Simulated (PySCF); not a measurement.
## Al⁺: ionisation energy

Al⁺ [Ne] 3s2 → Al²⁺ [Ne] 3s1 [3s1/2^1, M_J = 1/2], as a difference of total energies. All numbers are calculated (PySCF 2.14, the two-component X2C-1e Hamiltonian, in x2c-QZVPPall-2c (9s7p4d2f1g, 73 functions)). Correlated levels: [Ne] frozen; the 4 highest virtual spinors dropped. "Screened" scales the spin-orbit matrix elements by Boettger's factors to mimic the two-electron term; Breit and QED terms are absent.

| method | ionisation energy (eV) |
| --- | --- |
| GHF (screened spin-orbit) | 17.551 |
| GMP2 (screened spin-orbit) | 18.350 |

Question: How much does correlation contribute at GMP2 (screened spin-orbit)?

Answer: 18.350 − (17.551) = 0.799 eV, measured against GHF (screened spin-orbit).

Errors of the correlated levels include the incompleteness of this basis and the frozen core.

MP2 underrates the near-degeneracy of ns² with np² in the lower species.

For comparison: 18.829 eV (measured; NIST Atomic Spectra Database, ionization energies).
